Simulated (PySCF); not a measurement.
## Partial charges of `CO[C@H]1O[SiH2]C(F)=C[SiH2]1`

Compound: C4H9FO2Si2.
Structure used (GFN2-xTB), in Å, numbered top down from 1:
```xyz
18
C4H9FO2Si2 angstrom
C      2.588    0.393   -0.100
O      1.339    0.046   -0.662
C      0.618   -0.903    0.064
O      0.167   -0.382    1.291
Si    -0.727    0.966    1.422
C     -2.081    0.863    0.094
F     -3.066    1.801    0.163
C     -2.137   -0.038   -0.885
Si    -0.842   -1.377   -1.092
H      3.252   -0.479   -0.073
H      2.470    0.783    0.915
H      3.015    1.161   -0.742
H      1.268   -1.752    0.330
H     -1.246    0.809    2.771
H      0.019    2.206    1.191
H     -2.967    0.001   -1.581
H     -1.370   -2.680   -0.664
H     -0.307   -1.413   -2.453
```

Density: PBE0/pcSseg-1 (PySCF); schemes: Mulliken, IAO, Hirshfeld and ESP-fitted. One conformer (not necessarily the lowest) at the GFN2-xTB geometry, without solvent, vibrations or thermal averaging.

Problem. Tabulate the Mulliken, IAO, Hirshfeld and ESP-fitted charges.

Solution. In e:

```tsv
atom	environment	Mulliken	IAO	Hirshfeld	ESP-fitted
C1	methoxy carbon	-0.036	-0.207	-0.040	-0.231
O2	ether oxygen	-0.517	-0.392	-0.135	-0.252
C3	sp3 carbon bearing two oxygens	+0.093	+0.006	+0.026	-0.001
O4	silyl ether oxygen	-0.627	-0.649	-0.228	-0.401
Si5	oxygen-bound silicon	+0.839	+0.989	+0.390	+0.569
C6	vinylic C–F carbon	+0.005	+0.021	-0.002	+0.106
F7	vinyl fluorine	-0.287	-0.276	-0.098	-0.181
C8	alkene CH carbon	-0.457	-0.478	-0.167	-0.425
Si9	SiH2 silicon	+0.763	+0.768	+0.332	+0.425
H10	methyl hydrogen	+0.097	+0.128	+0.041	+0.115
H11	methyl hydrogen	+0.105	+0.132	+0.037	+0.131
H12	methyl hydrogen	+0.127	+0.162	+0.054	+0.140
H13	methine hydrogen	+0.119	+0.131	+0.036	+0.147
H14	Si–H hydrogen	-0.104	-0.124	-0.071	-0.094
H15	Si–H hydrogen	-0.099	-0.143	-0.075	-0.090
H16	vinylic hydrogen	+0.139	+0.171	+0.050	+0.217
H17	Si–H hydrogen	-0.083	-0.126	-0.077	-0.092
H18	Si–H hydrogen	-0.077	-0.112	-0.071	-0.083
```

Mean size of the charges over all atoms: IAO 0.279 e, Mulliken 0.254 e, ESP-fitted 0.205 e, Hirshfeld 0.107 e. Each set sums to the total charge, 0, to within 0.001 e. The IAO scheme counts the electrons in orthogonalised intrinsic atomic orbitals, a minimal basis polarised so that it spans the occupied orbitals exactly.

Lowest charge. The schemes don't all agree: Mulliken O4 (-0.627); IAO O4 (-0.649); Hirshfeld O4 (-0.228); ESP-fitted C8 (-0.425).

Highest charge. All schemes agree: Mulliken Si5 (+0.839); IAO Si5 (+0.989); Hirshfeld Si5 (+0.390); ESP-fitted Si5 (+0.569).

Problem. How closely do the schemes follow one another over all atoms?

Solution. Correlation coefficient and root-mean-square difference: IAO with Hirshfeld 0.99, 0.237 e; Mulliken with IAO 0.98, 0.069 e; Mulliken with Hirshfeld 0.98, 0.217 e; IAO with ESP-fitted 0.97, 0.150 e; Mulliken with ESP-fitted 0.95, 0.146 e; Hirshfeld with ESP-fitted 0.94, 0.122 e.

Problem. Sum the charges by element, for elements with more than one atom.

Solution. 
| element | atoms | Mulliken | IAO | Hirshfeld | ESP-fitted |
| --- | --- | --- | --- | --- | --- |
| C | 4 | -0.395 | -0.658 | -0.184 | -0.551 |
| O | 2 | -1.144 | -1.041 | -0.363 | -0.653 |
| Si | 2 | +1.602 | +1.756 | +0.722 | +0.994 |
| H | 9 | +0.224 | +0.219 | -0.077 | +0.391 |

These values come from a run that also computed NMR shieldings. Time: 94 s of wall time (with the writing of density and orbital grids); peak memory 0.91 GiB. Hardware: one thread of an Arm Neoverse N1, no GPU, shared host.
